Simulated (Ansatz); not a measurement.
Conformers of `C[O][SnH][OH]` radical, each relaxed with PBE0-D4/def2-TZVP in Ansatz. CBS adds the triple-zeta coupled-cluster correction to the MP2 limit.

Elements past krypton have def2 core potentials. Outer-core shells of Sn are correlated without core-valence functions. Spin–orbit coupling is left out.

Not all of them had a frequency check.

Conformer A:

```xyz
9

C    -1.382   -0.623   -0.083
O    -0.616    0.195   -0.934
Sn    1.331    0.369   -0.757
O     1.501    0.426    1.215
H    -1.012   -0.622    0.948
H    -2.407   -0.240   -0.079
H    -1.413   -1.659   -0.443
H     1.627    1.956   -1.418
H     2.371    0.198    1.550
```

Conformer B:

```xyz
9

C     0.602   -1.287    0.744
O    -0.175   -0.133    0.565
Sn   -0.598    0.612   -1.218
O    -1.385    2.334   -0.688
H     0.913   -1.331    1.792
H     0.039   -2.203    0.524
H     1.512   -1.290    0.128
H     0.905    1.014   -2.018
H    -1.813    2.283    0.171
```

Task: Which is lowest in electronic energy at CCSD(T)/CBS (frozen core, def2 sets), and by how much? (An estimate is asked.)

Result: Ansatz gave: A; B lies 1.1 kJ/mol higher. Gaps under about 2 kJ/mol don't settle the order.

Task: Give the energies relative to A (kJ/mol) with B3LYP-D4/def2-TZVPP, ωB97M-V/def2-TZVPP, HF/def2-TZVPP, CCSD/def2-TZVPP, MP2/def2-QZVPP, SCS-MP2/def2-QZVPP, HF/CBS(def2). (Best estimate.)

Result: The calculation gave: 
| level | B |
| --- | --- |
| B3LYP-D4/def2-TZVPP | 1.0 |
| ωB97M-V/def2-TZVPP | 0.6 |
| HF/def2-TZVPP | -1.7 |
| CCSD/def2-TZVPP | 0.1 |
| MP2/def2-QZVPP | 1.0 |
| SCS-MP2/def2-QZVPP | 0.7 |
| HF/CBS(def2) | -1.6 |

B3LYP here is the variant with VWN-RPA as its local correlation; programs differ in this.
